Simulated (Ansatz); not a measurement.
Isolated molecules relaxed with PBE0-D4/def2-TZVP in Ansatz; ΔE leaves out vibrations. CCSD(T)/CBS adds triple-zeta CCSD(T) − MP2 to the extrapolated MP2 energy (def2 sets, frozen cores). DFT in def2-TZVPP. B3LYP here is the variant with VWN-RPA as its local correlation; programs differ in this. For Br outer-core shells are correlated without core-valence functions, which leaves a few kJ/mol of doubt a bond. Scalar relativity is left out up to krypton. Each species was taken in one conformer, which may not be the lowest.

`C[NH][Al]([CH3])[F]` + `O[Si]Br` → `C[NH][Al]([OH])[F]` + `C[Si]Br`  (redistribution)

`C[NH][Al]([CH3])[F]`:

Cartesian coordinates in Å:
```
C 1.376 0.963 0.861
N 1.254 -0.295 0.157
Al -0.175 -1.012 -0.585
C -1.935 -0.202 -0.594
F 0.062 -2.481 -1.312
H 1.702 0.832 1.900
H 2.081 1.648 0.375
H 0.409 1.471 0.893
H 2.132 -0.791 0.112
H -2.279 -0.028 -1.618
H -1.958 0.755 -0.067
H -2.670 -0.861 -0.123
```

`O[Si]Br`:

Z-matrix (Å, degrees):
```
O
Si 1 1.636
H 1 0.963 2 120.7
Br 2 2.289 1 101.2 3 0.0
```

`C[NH][Al]([OH])[F]`:

Cartesian coordinates in Å:
```
C 1.257 0.553 -0.703
N 0.202 -0.440 -0.694
Al -1.095 -0.611 0.471
O -1.196 0.470 1.762
F -2.197 -1.825 0.287
H 1.142 1.225 0.150
H 2.253 0.101 -0.629
H 1.237 1.171 -1.608
H 0.269 -1.083 -1.468
H -1.874 0.437 2.433
```

`C[Si]Br`:

Z-matrix (Å, degrees):
```
C
Si 1 1.888
H 1 1.093 2 111.1
H 1 1.096 2 110.1 3 120.8
H 1 1.095 2 110.6 3 -121.4
Br 2 2.264 1 98.3 3 179.2
```

| level | ΔE (kJ/mol) |
| --- | --- |
| PBE-D4 | 31.1 |
| B3LYP-D4 | 27.2 |
| ωB97M-V | 30.1 |
| PBE | 31.6 |
| r2SCAN | 26.5 |
| MP2/def2-TZVPP | 21.2 |
| CCSD(T)/def2-TZVPP | 20.9 |
| SCS-MP2/def2-QZVPP | 19.9 |

Problem. What does CCSD(T)/CBS give? (Best estimate.)

Solution. Computed: +20.9 kJ/mol. The listed levels differ from it by 10.2, 6.3, 9.2, 10.7, 5.6, 0.3, 0.0, -1.0 kJ/mol.

Largest T1 diagnostic among the species: 0.012.

From PBE to PBE0 (25 % exact exchange), in def2-TZVPP and without D4, ΔE moves by −4.7 kJ/mol. In def2-TZVPP, CCSD(T) changes the Hartree–Fock value by +3.8 kJ/mol (the triples alone add +2.0 kJ/mol) and MP2 by +4.1 kJ/mol.
